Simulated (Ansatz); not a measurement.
Pd4S3. The state is a singlet with charge 0. Geometry r2SCAN-D4/def2-SVP, basis def2-TZVP, Ansatz.

```xyz
7

Pd   -1.327   -0.894    0.949
Pd    0.249    0.278   -1.824
Pd   -0.706    1.660    0.476
Pd    1.709   -0.720    0.174
S     1.431    1.499   -0.231
S    -1.836    0.220   -0.964
S     0.481   -2.042    1.421
```

```tsv
run	HOMO (eV)	LUMO (eV)
A	-5.50	-4.69
B	-6.52	-4.14
C	-5.77	-4.98
D	-6.65	-4.19
E	-6.13	-4.49
F	-5.63	-4.67
```

In the def2 sets Pd takes a core potential; there is no spin–orbit coupling. HSE06 is defined as in plane-wave codes, on full-range PBE exchange. No other spin state of charge 0 was run. Another isomer (singlet) lies 0.54 eV lower at PBE0-D4/def2-TZVP; other spin states weren't run for this one.

Q: The runs used HSE06, LDA (SPW92), PBE, PBE0, r2SCAN, r2SCAN0. Estimate which is which.

A: A PBE (0 % exact exchange); B PBE0 (25 % exact exchange); C LDA (SPW92) (0 % exact exchange); D r2SCAN0 (25 % exact exchange); E HSE06 (range-separated); F r2SCAN (0 % exact exchange). Exact exchange lowers occupied and raises empty levels; among semilocal functionals meta-GGAs tend to open the gap a little, and such runs are hard to tell apart. The gap grows from 0.79 eV (LDA (SPW92)) to 2.46 eV (r2SCAN0). The restricted singlet is unstable towards broken spin symmetry in Hartree–Fock (as tested in another run); at PBE0-D4/def2-TZVP, LDA (SPW92)/def2-TZVP, r2SCAN0-D4/def2-TZVP, HSE06-D4/def2-TZVP and others this wasn't settled.
